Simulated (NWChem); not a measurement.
# N$_{2}$H$_{4}$Se; SMILES [Se](N)N

```xyz
7

Se     0.0000     0.0000     0.4100
N     -1.4892     0.0000    -0.6495
H     -1.6129    -0.8378    -1.2122
H     -1.6129     0.8378    -1.2122
N      1.4892     0.0000    -0.6495
H      1.6129     0.8378    -1.2122
H      1.6129    -0.8378    -1.2122
```
Atoms are numbered in this order, from 1.

Program: NWChem. Structure relaxed at the PBE0/def2-SVP level. Ions are spin-unrestricted doublets at the neutral geometry; other ion states weren't tried.

### Question
Predict the results for B3LYP/def2-SVP. Quantities: −ε(HOMO) (eV).

### Answer
```json
{
 "−ε(HOMO) (eV)": "5.93"
}
```
